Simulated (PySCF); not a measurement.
Isomers of C6H9NOSi, mass 139.045 u with the commonest isotopes. The calculation used PBE0/pcSseg-1 in PySCF (dipole) on a GFN2-xTB geometry, gas phase. One conformer each, none proved a minimum here; rigid rotors.

Question: Order these by out-of-plane moment Σ m c² = (Ia + Ib − Ic)/2, smallest first.
A. `[SiH3:1][CH2:2]/[CH:3]=[N:4]/[c:5]1[cH:6][cH:7][cH:8][o:9]1` with Si1–C2–C3–N4 -101°, C3–N4–C5–C6 176°
B. `[CH2:1]=[C:2]1[CH2:3][O:4][C@@H:5]([C:6]#[N:7])[CH2:8][SiH2:9]1` with C1–C2–C3–O4 -128°, C2–C3–O4–C5 -68°, C3–O4–C5–C6 -53°, O4–C5–C8–Si9 -56°
C. `[CH:1]#[C:2][C:3](=[O:4])[NH:5][SiH2:6][CH:7]1[CH2:8][CH2:9]1` with C2–C3–N5–Si6 180°, C3–N5–Si6–C7 -67°, N5–Si6–C7–C8 -94°
D. `[N:1]#[C:2][C@@H:3]1[CH2:4][SiH2:5][C@:6]12[CH2:7][C@H:8]2[OH:9]` with C7–C8–O9–H -71°
E. `[N:1]#[C:2][CH2:3][C:4]1=[CH:5][SiH2:6][CH2:7][CH2:8][O:9]1` with C2–C3–C4–C5 -85°, C4–C5–Si6–C7 4°, C5–Si6–C7–C8 -35°, Si6–C7–C8–O9 64°, C7–C8–O9–C4 -57°
F. `[CH3:1][CH2:2]/[CH:3]=[CH:4]/[Si@@H:5]([C:6]#[N:7])[CH:8]=[O:9]` with C1–C2–C3–C4 126°, C3–C4–Si5–C6 48°, C4–Si5–C8–O9 19°

Answer: A (40.31 u·Å²), D (43.42 u·Å²), F (44.42 u·Å²), E (49.11 u·Å²), C (64.08 u·Å²), B (79.89 u·Å²).

Question: Order these by radius of gyration √(Σ m r²/M), smallest first.
A. `[CH2:1]=[C:2]1[CH2:3][O:4][C@@H:5]([C:6]#[N:7])[CH2:8][SiH2:9]1` with C1–C2–C3–O4 -128°, C2–C3–O4–C5 -68°, C3–O4–C5–C6 -53°, O4–C5–C8–Si9 -56°
B. `[CH:1]#[C:2][C:3](=[O:4])[NH:5][SiH2:6][CH:7]1[CH2:8][CH2:9]1` with C2–C3–N5–Si6 180°, C3–N5–Si6–C7 -67°, N5–Si6–C7–C8 -94°
C. `[N:1]#[C:2][C@@H:3]1[CH2:4][SiH2:5][C@:6]12[CH2:7][C@H:8]2[OH:9]` with C7–C8–O9–H -71°
D. `[N:1]#[C:2][CH2:3][C:4]1=[CH:5][SiH2:6][CH2:7][CH2:8][O:9]1` with C2–C3–C4–C5 -85°, C4–C5–Si6–C7 4°, C5–Si6–C7–C8 -35°, Si6–C7–C8–O9 64°, C7–C8–O9–C4 -57°
E. `[SiH3:1][CH2:2]/[CH:3]=[N:4]/[c:5]1[cH:6][cH:7][cH:8][o:9]1` with Si1–C2–C3–N4 -101°, C3–N4–C5–C6 176°

Answer: A (2.053 Å), C (2.135 Å), D (2.286 Å), B (2.476 Å), E (2.641 Å).

Question: Order these by rotational constant B, largest first.
A. `[CH2:1]=[C:2]1[CH2:3][O:4][C@@H:5]([C:6]#[N:7])[CH2:8][SiH2:9]1` with C1–C2–C3–O4 -128°, C2–C3–O4–C5 -68°, C3–O4–C5–C6 -53°, O4–C5–C8–Si9 -56°
B. `[CH:1]#[C:2][C:3](=[O:4])[NH:5][SiH2:6][CH:7]1[CH2:8][CH2:9]1` with C2–C3–N5–Si6 180°, C3–N5–Si6–C7 -67°, N5–Si6–C7–C8 -94°
C. `[N:1]#[C:2][C@@H:3]1[CH2:4][SiH2:5][C@:6]12[CH2:7][C@H:8]2[OH:9]` with C7–C8–O9–H -71°
D. `[N:1]#[C:2][CH2:3][C:4]1=[CH:5][SiH2:6][CH2:7][CH2:8][O:9]1` with C2–C3–C4–C5 -85°, C4–C5–Si6–C7 4°, C5–Si6–C7–C8 -35°, Si6–C7–C8–O9 64°, C7–C8–O9–C4 -57°
E. `[SiH3:1][CH2:2]/[CH:3]=[N:4]/[c:5]1[cH:6][cH:7][cH:8][o:9]1` with Si1–C2–C3–N4 -101°, C3–N4–C5–C6 176°
F. `[CH3:1][CH2:2]/[CH:3]=[CH:4]/[Si@@H:5]([C:6]#[N:7])[CH:8]=[O:9]` with C1–C2–C3–C4 126°, C3–C4–Si5–C6 48°, C4–Si5–C8–O9 19°

Answer: C (1205 MHz), A (1170 MHz), D (849.5 MHz), F (723.4 MHz), B (652.8 MHz), E (561.0 MHz).

```csv
SMILES,point group,Ia (u·Å²),Ib (u·Å²),Ic (u·Å²),κ,μa (D),μb (D),μc (D)
C#CC(=O)N[SiH2]C1CC1,C1,142.34,774.16,788.34,-0.99,0.38,0.40,3.11
N#CCC1=C[SiH2]CCO1,C1,181.03,594.94,677.75,-0.90,3.26,0.66,2.33
[SiH3]C/C=N/c1ccco1,C1,109.69,900.78,929.86,-0.99,0.10,0.87,0.43
N#C[C@@H]1C[SiH2][C@]12C[C@H]2O,C1,257.67,419.36,590.20,-0.37,3.19,0.76,0.66
C=C1CO[C@@H](C#N)C[SiH2]1,C1,234.18,431.98,506.37,-0.70,2.33,0.77,1.95
CC/C=C/[Si@@H](C#N)C=O,C1,296.88,698.61,906.65,-0.71,1.86,1.49,1.93
```
